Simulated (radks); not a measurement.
The numbers below are computed, except where a source is named.
Numerical settings for the platinum ion Pt3+, [Xe] 4f14 5d7. Level of theory: Dirac Kohn-Sham, PBE, spin-unpolarised, spherical densities, point nucleus; open shells fill j = l - 1/2 first (a radial shooting solver on a logarithmic mesh with Libxc functionals). The defaults (mesh step 0.008 in ln r, mesh end at 40 bohr or more with all orbitals vanishing there, Anderson mixing 0.5 over 9 steps, residual threshold near 1e-9 with the energy settled to 1e-9 hartree or 1e-11 of itself, here a cap of 93 iterations) give E = -18444.574 hartree and 5d5/2 at -37.920 eV in 15 iterations. Times are rough (one thread of a shared host). Changes against that run (0 stands for a change within the tolerance of the run):

setting                    iterations  converged  E (mhartree)  e(5d5/2) (meV)  CPU (s)
mesh step in ln r 0.08              2         no      diverged               -     0.06
mesh step in ln r 0.12              4         no      diverged               -     0.02
mesh step in ln r 0.05             15        yes         +0.11         -0.0249     0.06
mesh end (bohr) 5                  15        yes          +2.4           +78.4     0.22
mesh end (bohr) 3                  14        yes          +417       +5.14e+03     0.21
residual threshold 1e-16           93         no             0               0      0.7
residual threshold 0.001           10        yes             0          +0.177     0.19
mixing 1.5                         14        yes             0               0     0.23
linear mixing, mixing 1            93         no     +3.35e+05       -8.11e+05      3.9
linear mixing, mixing 0.5          30        yes             0               0     0.36
mixing history 3                   18        yes             0               0     0.26
iteration cap 3                     3         no          +174       -1.17e+03     0.06

Settings that end as converged yet miss the energy by more than 1 mhartree: mesh end (bohr) 5 (+0.0024 hartree); mesh end (bohr) 3 (+0.417 hartree). A mesh that ends early acts as a hard wall.
